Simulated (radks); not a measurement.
The numbers below are computed, except where a source is named.
Zr V, configuration [Ar] 3d9 4s2 4p6 5p1 (not the ground configuration). Level of theory: Dirac Kohn-Sham, BLYP, spin-unpolarised, spherical densities, finite nucleus; open shells fill j = l - 1/2 first; Fermi nuclear charge, rms radius 4.2694 fm (a radial shooting solver on a logarithmic mesh with Libxc functionals).

Unscreened Slater integrals over Kohn-Sham orbitals (cm^-1). Large and small components are both included. Empty in this configuration: 5p3/2.

| integral | value |
|---|---|
| F0(5p1/2,5p1/2) | 68468 |
| F0(5p1/2,4p3/2) | 85205 |
| G2(5p1/2,4p3/2) | 7173.8 |
| F0(5p1/2,4p1/2) | 85448 |
| G0(5p1/2,4p1/2) | 5427.4 |
| F0(5p1/2,4s1/2) | 86359 |
| G1(5p1/2,4s1/2) | 7601.3 |
| F0(5p1/2,5p3/2) | 67979 |
| G2(5p1/2,5p3/2) | 36852 |
| F0(4p3/2,4p3/2) | 156350 |
| F2(4p3/2,4p3/2) | 82731 |
| F0(4p3/2,4p1/2) | 157840 |
| G2(4p3/2,4p1/2) | 83383 |
| F0(4p3/2,4s1/2) | 163520 |
| G1(4p3/2,4s1/2) | 111040 |
| F0(4p3/2,5p3/2) | 84190 |
| F2(4p3/2,5p3/2) | 24288 |
| G0(4p3/2,5p3/2) | 5371.9 |
| G2(4p3/2,5p3/2) | 7129.8 |
| F0(4p1/2,4p1/2) | 159390 |
| F0(4p1/2,4s1/2) | 165280 |
| G1(4p1/2,4s1/2) | 112980 |
| F0(4p1/2,5p3/2) | 84428 |
| G2(4p1/2,5p3/2) | 7166.6 |
| F0(4s1/2,4s1/2) | 171990 |
| F0(4s1/2,5p3/2) | 85321 |
| G1(4s1/2,5p3/2) | 7848.9 |
| F0(5p3/2,5p3/2) | 67505 |
| F2(5p3/2,5p3/2) | 36640 |
